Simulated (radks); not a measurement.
Pr, configuration [Xe] 4f3 6s1 6d1 (not the ground configuration). Calculated with a radial shooting solver on a logarithmic mesh with Libxc functionals: Dirac Kohn-Sham, BLYP, spin-unpolarised, spherical densities, finite nucleus; open shells fill j = l - 1/2 first; Fermi nuclear charge, rms radius 4.8919 fm.

X-ray form factor f0, the Fourier transform of the density (f0(0) = 59):

sin(theta)/lambda (1/angstrom),f0 (electrons)
0.05,56.905
0.1,54.268
0.15,51.002
0.2,47.589
0.25,44.277
0.3,41.215
0.4,36.018
0.5,31.851
0.6,28.363
0.8,22.894
1,19.201
1.25,16.245
1.5,14.031
2,10.167
